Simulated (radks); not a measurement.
Results of a calculation; reference values are marked as such.
Spherical quantum dot in the effective-mass picture: electrons in a hard-walled sphere of radius 1.48, all in effective atomic units (hartree* = m*/eps^2 hartree, bohr* = eps/m* bohr), one dielectric constant everywhere. Level of theory: non-relativistic Kohn-Sham, LDA (Slater exchange, Perdew-Wang correlation), spin-polarised, spherical densities (a radial shooting solver with Libxc functionals). Levels are named by radial order and angular momentum (1s, 1p, 1d, 2s, ...), and open shells are averaged over m.

N = 21, configuration 1s2 1p6 1d10 2s(up 1, down 0) 1f(up 2, down 0). This is the lowest configuration that the search found. Occupied and some empty levels:

level,occupation,eigenvalue (hartree*),<r> (bohr*)
1s up,1,21.567,0.8818
1s down,1,21.682,0.8856
1p up,3,23.182,0.9625
1p down,3,23.279,0.9630
1d up,5,25.615,1.017
1d down,5,25.709,1.017
2s up,1,28.508,0.6900
2s down,0,28.748,0.6932
1f up,2,28.760,1.057
1f down,0,28.854,1.057
1g up,0,32.559,1.090
1g down,0,32.656,1.089
2p up,0,32.856,0.7816
2p down,0,33.012,0.7844
2d up,0,37.845,0.8456
2d down,0,37.959,0.8472

Energy (hartree*): total 327.742, kinetic 145.06, external 0, Hartree 204.43, exchange-correlation -21.751.

Electron density:

r (bohr*),n(r) (e/bohr*^3)
0.0402,1.889
0.114,1.841
0.188,1.758
0.262,1.664
0.335,1.585
0.409,1.553
0.483,1.594
0.556,1.725
0.630,1.946
0.704,2.236
0.778,2.550
0.852,2.821
0.925,2.970
0.999,2.927
1.07,2.647
1.15,2.144
1.22,1.503
1.29,0.8410
1.37,0.3145
1.44,0.03548
